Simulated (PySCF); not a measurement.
Molecule: `[H]/N=C1\CC[C@H]1C(F)(F)F`, C5H6F3N.

Bonds (- single, = double, # triple, : aromatic): N1=C2, C2-C3, C3-C4, C4-C5, C5-C6, C6-F7, C6-F8, C6-F9, C5-C2. N1 carries H10; C3 carries H11, H12; C4 carries H13, H14; C5 carries H15. Stereochemistry as in [H]/N=C1\CC[C@H]1C(F)(F)F. H12, H14 are cis to C6 on the ring; H11, H13 are trans to C6 on the ring.

Frames of a GFN2-xTB Langevin trajectory at 400 K; GIAO PBE0/pcSseg-1 shieldings in PySCF 2.14, gas phase, non-relativistic; equivalent atoms averaged within each frame.

Referencing at the same level of theory: NH3 for 15N (267.73 ppm); 13C (186.93 ppm) and 1H (31.72 ppm) vs TMS; CFCl3 for 19F (170.95 ppm). The references are static minima.

Problem. How do the shifts (ppm) fluctuate along the trajectory?

Solution. 
```
         time (fs)     N1     C2     C6    C5    C3    C4  F7/F8/F9    H10   H15   H11
optimised geometry  356.8  177.3  135.2  56.6  39.1  14.6     -86.8  11.20  3.59  2.71
               250  359.4  176.6  142.7  60.0  34.9  15.4     -65.8  11.64  4.36  2.53
               425  363.4  175.2  132.9  56.4  40.3  13.7     -72.5  11.85  4.30  2.75
               625  363.5  182.0  137.7  62.9  38.2  10.7     -76.0  11.47  4.32  1.56
               800  341.5  178.2  139.6  71.5  42.8  16.1     -67.6  10.91  4.75  4.09
              1000  330.1  191.8  129.8  67.5  46.6  12.3     -89.8  10.14  3.62  2.85
    mean of frames  351.6  180.8  136.5  63.7  40.6  13.7     -74.3  11.20  4.27  2.76
standard deviation   15.0    6.7    5.2   6.0   4.4   2.2       9.6   0.69  0.41  0.90
```

5 frames give an uncertainty of the mean of about the standard deviation over 2.2 at best, since frames this close in time may not be independent; classical motion lacks zero-point vibration, and the reference would need the same averaging.
